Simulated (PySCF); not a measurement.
Below is a simulated gas-phase Si 2p photoelectron spectrum of `NC[SiH2]N[SiH3]`.

Every computed line was given a Gaussian of 0.5 eV full width at half maximum and an area set by the number of equivalent atoms (split 2:1 within a doublet); the highest printed point is 100. Method: delta-SCF UKS SCAN, pcX-2 on the ionised atom, pcseg-1 elsewhere, spin-free X2C in PySCF.

| binding energy (eV) | intensity |
| --- | --- |
| 105.8 | 0 |
| 105.9 | 1 |
| 106.0 | 2 |
| 106.1 | 7 |
| 106.2 | 18 |
| 106.3 | 37 |
| 106.4 | 62 |
| 106.5 | 86 |
| 106.6 | 100 |
| 106.7 | 99 |
| 106.8 | 86 |
| 106.9 | 70 |
| 107.0 | 58 |
| 107.1 | 54 |
| 107.2 | 54 |
| 107.3 | 51 |
| 107.4 | 42 |
| 107.5 | 30 |
| 107.6 | 18 |
| 107.7 | 9 |
| 107.8 | 3 |
| 107.9 | 1 |
| 108.0 | 0 |
| 108.1 | 0 |

Problem. How many maxima does the curve show, and how many computed lines lie under it?

Solution. The curve has 1 maximum (at 106.6 eV). Under it lie 4 lines from 2 inequivalent silicon sites, each drawn as a 2p3/2, 2p1/2 pair. At this width some lines have no maximum of their own.

Problem. Decompose the envelope and assign each component. Numbering: `[NH2:1][CH2:2][SiH2:3][NH:4][SiH3:5]`.

Solution. 
| position (eV) | relative area | line | atoms | environment |
| --- | --- | --- | --- | --- |
| 106.54 | 0.67 | Si 2p3/2 | Si3 | SiH2 silicon |
| 106.73 | 0.67 | Si 2p3/2 | Si5 | SiH3 silicon |
| 107.16 | 0.33 | Si 2p1/2 | Si3 | SiH2 silicon |
| 107.36 | 0.33 | Si 2p1/2 | Si5 | SiH3 silicon |

Problem. What are the centre and the root-mean-square width of the whole band?

Solution. The area-weighted mean of the lines is 106.84 eV. Their own spread about it is 0.31 eV (rms) and each Gaussian has σ = 0.5/2.355 = 0.21 eV; the variances add, which gives 0.38 eV.

The 2 Si 2p3/2 values lie within 0.19 eV of each other.

Shake-up satellites, vibrational structure and lifetime widths aren't simulated. 2p3/2 and 2p1/2 are the ΔSCF energy of one spin-free 2p hole plus the eigenvalues of a spin–orbit and ligand-field matrix of the shell. 2p1/2 minus 2p3/2 (ligand field included): Si 0.62 eV. One conformer (not necessarily the lowest) at the GFN2-xTB geometry, without solvent, vibrations or thermal averaging.

On one thread of an Arm Neoverse N1, no GPU, shared host with 64 logical CPUs at a one-minute load of 58, this took 2.1 min wall and 0.63 GiB of memory at its peak.

Conformer computed: `[NH2:1][CH2:2][SiH2:3][NH:4][SiH3:5]`: N1–C2–Si3–N4 -41°, C2–Si3–N4–Si5 -169°, H–N1–C2–Si3 -62°, H–N1–C2–Si3 180°.
